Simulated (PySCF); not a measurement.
In(OH)(SH)2 (H3InOS2), SMILES [OH][In]([SH])[SH].

Geometry optimised at B3LYP-D3(BJ)/def2-SVP. The def2 effective core potentials stand for the cores of In; spin–orbit coupling is left out. Other conformers were not sampled.

Calculation: PBE/def2-TZVP in PySCF.

Symmetry labels are those of the subgroup Cs that the program uses (full group Cs).

Computed valence orbital energies around the gap with their symmetry:
```tsv
orbital	symmetry	energy (eV)
HOMO−7	A'	-10.42
HOMO−6	A'	-10.03
HOMO−5	A'	-9.30
HOMO−4	A'	-7.78
HOMO−3	A'	-7.32
HOMO−2	A"	-7.28
HOMO−1	A"	-6.62
HOMO	A"	-6.39
LUMO	A'	-2.88
LUMO+1	A"	-1.69
LUMO+2	A'	-0.85
LUMO+3	A'	-0.56
```
